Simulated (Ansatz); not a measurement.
`[CH3][In]([F])[O][SiH3]` and `[CH3][In]([F])[Cl]` differ in one atom or group.

Ansatz, PBE0-D4/def2-TZVP geometries, multiplicity 1. Each molecule was computed in one conformer, which needn't be the lowest.

Elements past krypton have def2 core potentials.

```csv
property,`[CH3][In]([F])[O][SiH3]`
HOMO–LUMO gap (PBE/def2-TZVPP) / eV,4.47
size of the dipole moment (ωB97M-V/def2-TZVPP) / D,4.02
LUMO energy (B3LYP/def2-TZVPP) / eV,-1.90
size of the dipole moment (PBE/def2-TZVPP) / D,3.92
LUMO energy (ωB97M-V/def2-TZVPP) / eV,0.21
HOMO energy (B3LYP/def2-TZVPP) / eV,-8.13
```

Question: Give the same properties after the change, and the shifts. (Estimate.)

Answer: Ansatz gave: 
```
                                          property  `[CH3][In]([F])[Cl]`  shift
               HOMO–LUMO gap (PBE/def2-TZVPP) / eV                  4.83   0.36
size of the dipole moment (ωB97M-V/def2-TZVPP) / D                  4.07   0.05
               LUMO energy (B3LYP/def2-TZVPP) / eV                 -1.97  -0.07
    size of the dipole moment (PBE/def2-TZVPP) / D                  4.00   0.08
             LUMO energy (ωB97M-V/def2-TZVPP) / eV                  0.14  -0.07
               HOMO energy (B3LYP/def2-TZVPP) / eV                 -8.46  -0.33
```

With PBE0 the HOMO falls by 0.39 eV and the LUMO falls by 0.08 eV, so the gap widens by about 0.31 eV. PBE moves the HOMO by -0.42 eV and ωB97M-V by -0.32 eV. Dipoles are sizes alone; their direction can turn.

B3LYP here is the variant with VWN-RPA as its local correlation; programs differ in this.
